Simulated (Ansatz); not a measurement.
System: sum formula SiNHF₃ (charge 0, doublet). It need not be the lowest isomer of its formula. 
Structure (B3LYP-D3(BJ)/def2-TZVP (Ansatz, a first-principles code) minimum search):
SMILES: [NH][Si](F)(F)F
```xyz
6

Si     0.0157    -0.0001     0.0110
F     -0.2161    -1.0721    -1.1253
F     -0.6697    -0.5341     1.3224
F     -0.7062     1.3436    -0.3979
N      1.6976     0.2520     0.3070
H      2.2265     0.6008    -0.4951
```
Charge 0, spin multiplicity 2.

Dipole moments at this geometry, in debye (magnitudes).

```
level                    program  dipole (D)
-----------------------  -------  ----------
revPBE/def2-TZVPD         Ansatz        1.68
r2SCAN/def2-TZVPD         Ansatz        1.75
BHLYP/def2-TZVPD          Ansatz        1.87
r2SCANh/def2-TZVPD        Ansatz        1.78
r2SCAN0/def2-TZVPD        Ansatz        1.83
CAM-B3LYP/def2-TZVPD      Ansatz        1.83
wB97M-V/def2-TZVPD        Ansatz        1.80
wB97X-V/def2-TZVPD        Ansatz        1.81
CCSD(T)/aug-cc-pV(D+d)Z   Ansatz        1.81
```
